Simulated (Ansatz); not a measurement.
```yaml
crystal:
  periodic: [false, false, false]
  atoms:
    - {symbol: F, position_ang: [-0.825618, 1.788114, 0.310696]}
    - {symbol: C, position_ang: [0.170665, 0.964144, -0.200939]}
    - {symbol: Si, position_ang: [-0.233215, -0.831732, 0.223197]}
    - {symbol: Br, position_ang: [1.404138, -2.068511, -0.629457]}
    - {symbol: H, position_ang: [1.130278, 1.265266, 0.230864]}
    - {symbol: H, position_ang: [0.224723, 1.111104, -1.284205]}
    - {symbol: H, position_ang: [-1.512074, -1.248833, -0.394853]}
    - {symbol: H, position_ang: [-0.266797, -1.036752, 1.688898]}
basis:
  gaussian: {orbitals: cc-pVTZ-DK, fitting: {mean_field: def2-universal-jkfit}}
hamiltonian: {xc: {name: HF}}
correlation: {method: mp2, frozen_orbitals: {F: 0}}
output: {forces: true}
```

```sh
$ ansatz run in.yaml --threads 4 --pin off --events-out ev --progress --plain --max-ram 10444MiB
```

Shortened log:

```
Functional definition: HF
  name "HF"
  cite "Fock, Z. Phys. 61, 126 (1930) doi:10.1007/BF01340294"
  parent pbe
  exchange = exact_x
  correlation = 0
Error: "frozen_orbitals" has no count for C
```

(1) Something in this input is off. What?

Answers

(1) Frozen orbitals are typed for one element alone, and the program wants a count for each. The input was rejected before any iteration.
